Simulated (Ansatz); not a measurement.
`[F][Ge]([F])([Cl])[SeH]`. Total charge 0; spin multiplicity 1.

```xyz
6

F    -1.419    1.553    0.008
Ge   -0.226    0.350    0.263
F    -0.693   -0.438    1.713
Cl    1.618    1.294    0.680
Se   -0.251   -1.049   -1.574
H     0.971   -1.710   -1.091
```

Task: What are the harmonic wavenumbers in cm⁻¹ at PBE0-D4/def2-TZVP (Ansatz, finite differences of forces, unscaled)? (An estimate is asked.)

Result: Ansatz gave: 77, 126, 138, 180, 212, 237, 321, 456, 683, 728, 745, 2442.

Task: Is this a minimum?

Result: Yes, all 12 modes are real.

Task: Give the ideal-gas thermochemistry at 298.15 K and 1 bar (rigid rotor, harmonic oscillator; point group C1, symmetry number 1).

Result: Zero-point energy 38.0 kJ/mol; H(298) − E = 60.3 kJ/mol; entropy 378.3 J/(mol·K), of which translation 176.5, rotation 122.6, vibration 79.2; G(298) − E = -52.5 kJ/mol. Modes under 100 cm⁻¹ are hindered rotations or soft bends, so the harmonic entropy is rough.

Task: And at 400, 500, 600, 800 and 1000 K?

Result: 
```
T (K)  H − E (kJ/mol)  S (J/mol/K)  G − E (kJ/mol)
  400            71.2        409.7           -92.6
  500            82.5        434.9          -134.9
  600            94.2        456.2          -179.5
  800           118.3        490.8          -274.3
 1000           143.1        518.5          -375.4
```

Task: Rotational constants (cm⁻¹)?

Result: 0.0809, 0.035, 0.03079.
